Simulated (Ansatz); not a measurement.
A made-up structure of AlSiH₂ClO, closed shell:

```csv
atom,x (Å),y (Å),z (Å)
O1,1.1180,-1.2453,-1.4208
Si2,0.9049,0.0432,-0.5319
Al3,-0.7853,0.1307,0.5661
Cl4,-1.8921,-1.6188,0.1484
H5,1.7127,1.2938,-0.2931
H6,-1.0582,1.3964,1.5313
```

It is relaxed with PBE-D4/def2-SVP and then PBE0-D4/def2-TZVP (Ansatz 0.2.0). Atoms count as bonded within 1.22 times the sum of their covalent radii (H–H: 0.88 Å). The end point is not checked to be a true minimum.

(1) Does its bonding change? (Judge from chemistry; the calculation decides.)

Results:

(1) By the calculation: No: no bond forms or breaks.

Where it ends: The first stage lowers the energy by 1.68 eV in 6 steps. It ends as AlSiH₂ClO ([O][SiH][AlH][Cl]):
O1  (2.310, -0.735, -0.162)
Si2  (1.119, 0.093, -0.638)
Al3  (-0.925, -0.004, 0.735)
Cl4  (-2.705, -0.329, -0.325)
H5  (1.166, 0.881, -1.914)
H6  (-0.965, 0.093, 2.305)
(Å)

Labels in which every atom is bracketed show which atoms are joined, not bond orders.

For scale, one of the runs: PBE0-D4/def2-TZVP relaxation, 154 basis functions, launched by `ansatz run in.yaml --threads 2 --pin off --events-out ev --progress --plain --max-ram 4352MiB`. The run took about 4.5 min on 2 CPU threads of an Arm Neoverse N1 (shared host).
